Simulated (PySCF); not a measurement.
Cobalt: a sound run and one with changed settings

Sound run: Co⁺ [Ar] 3d8, Co²⁺ [Ar] 3d7. All numbers are calculated (PySCF 2.14, no relativity, point nucleus, in pcseg-2 (6s4p3d2f1g, 56 functions)). The sound run starts from symmetry-adapted Hartree-Fock orbitals and uses a fine grid where one is needed.

Changed run: initial guess sap, at most 50 SCF cycles, level shift 10.0 hartree.

| species | method | sound run (hartree) | changed run (hartree) | converged |
| --- | --- | --- | --- | --- |
| Co⁺ | UHF | -1381.10962 | -1381.10961 | no |
| Co⁺ | M06-2X | -1382.43038 | -1382.43037 | no |
| Co⁺ | PBE | -1382.22776 | -1382.22776 | no |
| Co²⁺ | UHF | -1380.58409 | -1380.53060 | no |
| Co²⁺ | M06-2X | -1381.80600 | -1381.77458 | no |
| Co²⁺ | PBE | -1381.56593 | -1381.52397 | no |

A level shift slows the SCF but leaves a converged energy unchanged.
